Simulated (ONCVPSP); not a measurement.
# iridium (Ir): excitation energies, all-electron against ONCV

* Element: iridium (Ir)
* Generator: ONCVPSP 4.0.1
* Type: optimised norm-conserving Vanderbilt (ONCV)
* Functional: PBE
* Relativity: scalar-relativistic
* Frozen core: [Kr] 4d10 4f14
* Valence charge: 17
* Reference configuration: 5s2 5p6 5d7 6s1 (charge +1)
* Partial waves: 5s+6s: rc 1.55 bohr, ncon 4, nbas 7, qcut 6.7 1/bohr, 3 projectors, debl 2.3 Ha; 5p: rc 1.75 bohr, ncon 4, nbas 8, qcut 9.7 1/bohr, 1 projector; 5d: rc 2.50 bohr, ncon 3, nbas 7, qcut 5.4 1/bohr, 2 projectors, debl 3.6 Ha
* Local potential: polynomial inside 1.25 bohr (lpopt 5, dvloc0 0 Ha)
* Core correction: none

Energies are relative to the spin-unpolarised reference configuration 5s2 5p6 5d7 6s1; without spin polarisation the order of configurations can differ from experiment.

Give the all-electron excitation energy and the error of the potential for: 5s2 5p6 5d7 6s2; 5s2 5p6 5d7 6s0; 5s2 5p6 5d6 6s0; 5s2 5p6 5d7 6s1 6p1.

```json
{"valence configuration": "5s2 5p6 5d7 6s2", "charge": "0", "ΔE all-electron (eV)": "-9.880", "error AE − PS (meV)": "+2.8"}
{"valence configuration": "5s2 5p6 5d7 6s0", "charge": "+2", "ΔE all-electron (eV)": "17.469", "error AE − PS (meV)": "-12"}
{"valence configuration": "5s2 5p6 5d6 6s0", "charge": "+3", "ΔE all-electron (eV)": "48.010", "error AE − PS (meV)": "-0.7"}
{"valence configuration": "5s2 5p6 5d7 6s1 6p1", "charge": "0", "ΔE all-electron (eV)": "-4.564", "error AE − PS (meV)": "+104"}
```

Levels in the configuration 5s2 5p6 5d7 6s0:

```json
{"level": "5s", "all-electron (eV)": "-115.670", "pseudo (eV)": "-115.773"}
{"level": "5p", "all-electron (eV)": "-72.424", "pseudo (eV)": "-72.490"}
{"level": "5d", "all-electron (eV)": "-24.409", "pseudo (eV)": "-24.436"}
```
